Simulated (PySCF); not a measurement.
C₄H₅ClN₂Si.
Cartesian coordinates in Å at the GFN2-xTB level; atoms count from 1:
```xyz
13
C4H5ClN2Si angstrom
Si     2.3918   -0.0549    0.2976
C      0.5109    0.1311    0.1433
C     -0.3234   -0.7656   -0.5391
C     -1.6762   -0.5113   -0.5615
C     -2.0933    0.6382    0.1161
Cl    -3.7563    1.0617    0.1564
N     -1.2659    1.4465    0.7434
N      0.0077    1.1938    0.7516
H      2.9920    1.2706    0.2396
H      2.8252   -0.8951   -0.8241
H      2.6757   -0.7370    1.5603
H      0.0934   -1.6299   -1.0352
H     -2.3860   -1.1477   -1.0662
```

Computed with TDDFT PBE0/def2-SVPD, vertical, gas phase, core orbitals frozen in the response in PySCF. GFN2-xTB frequencies show an imaginary mode (24i cm⁻¹), so this geometry is no minimum at that level.

Ground-to-excited transition dipoles (e·a0, same axes as the geometry; the sign carries no meaning), for the states with f of 0.002 or more among the lowest 6:

```csv
state,E (eV),μx,μy,μz
S1,3.407,-0.021,-0.107,0.165
S3,5.229,-0.017,-0.310,-0.195
S5,5.871,-1.316,0.351,-0.049
S6,5.877,0.340,0.018,-0.162
```

Work out the oscillator strengths.

f = (2/3) ΔE |μ|² with ΔE in hartree (27.2114 eV).

| state | \|μ\|² (au) | \|μ\| (D) | f |
| --- | --- | --- | --- |
| S1 | 0.039 | 0.50 | 0.003 |
| S3 | 0.135 | 0.93 | 0.017 |
| S5 | 1.859 | 3.47 | 0.267 |
| S6 | 0.142 | 0.96 | 0.020 |

Which bond between heavy atoms lies closest to the direction of the S5 transition dipole?

C5–Cl6, N7–N8 and C3–C4, at 3° from it; next Si1–C2 at 10°.

What angle do the transition dipoles of S3 and S5 make?

|cos θ| = |μa·μb| / (|μa| |μb|) = 0.15, so θ ≈ 81° (taken between 0 and 90°, since the signs are arbitrary).

What peak molar absorption coefficient would the strongest computed level give as a lone Gaussian band 0.4 eV wide at half height?

ε(max) = 2.175×10⁸ f / FWHM, with the width in cm⁻¹. S5: 2.175×10⁸ × 0.2673 / 3226 ≈ 18000 L mol⁻¹ cm⁻¹.
